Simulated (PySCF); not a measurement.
**Correlation energy of Re⁺ (rhenium, charge +1)**

[Xe] 4f14 5d5 6p1, high-spin 7P determinant (an excited configuration). Calculation: PySCF 2.14, in aug-cc-pVDZ-PP with ECP60MDF (5s5p4d2f, 54 functions); a scalar-relativistic core potential. Frozen: 5s2 5p6; 6 electrons correlated.

MP2 pair energies summed by pair of shells (mhartree):

| pair | energy | share (%) |
| --- | --- | --- |
| 5d-5d | -40.28 | 74.7 |
| 5d-6p | -13.64 | 25.3 |

Total MP2 correlation energy: -53.92 mhartree.

Same-spin part -53.92 and opposite-spin part 0.00 mhartree; SCS-MP2 scales them by 1/3 and 6/5 to -17.97 mhartree.
